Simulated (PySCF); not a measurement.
**Xe⁺: excitation energy**

Xe⁺ [Kr] 4d10 5s2 5p5 (2P) → Xe⁺ [Kr] 4d10 5s2 5p4 5d1 (high-spin determinant), as a difference of total energies. Calculation: PySCF 2.14, in aug-cc-pVQZ-PP with one added diffuse shell each of s, p, d, f, g type with ECP28MDF (8s8p6d4f3g, 117 functions); a scalar-relativistic core potential. Correlated levels: valence: 4s2 4p6 4d10 frozen. The calculations carry no spin-orbit coupling.

| method | excitation energy (cm⁻¹) |
| --- | --- |
| UHF | 90439 |
| LDA | 95860 |
| PBE | 92859 |
| PBE0 | 93749 |
| r2SCAN | 94657 |
| TPSSh | 94139 |
| B2PLYP | 95483 |
| CAM-B3LYP | 96250 |
| MP2 (valence) | 95087 |
| SCS-MP2 (valence) | 96132 |

The promoted electron is Rydberg-like, and one or two diffuse shells describe it only roughly, which tends to raise the upper state.

The determinant of the upper state mixes LS terms, which raises its energy above the lowest term, most at the Hartree-Fock and MP2 levels.
